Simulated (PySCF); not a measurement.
**Radial density of Pr(56+) (praseodymium, charge +56)**

TPSS, [He] 2s1, 2S determinant. All numbers are calculated (PySCF 2.14, the spin-free X2C one-electron Hamiltonian (Gaussian nucleus), in an even-tempered Gaussian basis (19 s from 32 bohr⁻², ratio 2.2; 8 p from 49 bohr⁻², ratio 2.4; 5 d from 150 bohr⁻², ratio 2.4; 5 f from 220 bohr⁻², ratio 2.4; 4 g from 330 bohr⁻², ratio 2.4)).

| r (bohr) | 4πr²ρ (e/bohr) | 4πr²(ρα − ρβ) |
| --- | --- | --- |
| 0.0202 | 62.53 | 1.7235 |
| 0.0340 | 30.07 | 0.1294 |
| 0.0572 | 11.87 | 6.8732 |
| 0.0962 | 10.89 | 10.7536 |
| 0.162 | 2.289 | 2.2889 |
| 0.272 | 0.02953 | 0.0295 |

Densities and radii are taken from the X2C orbitals without a picture-change correction, which distorts them close to the nucleus.
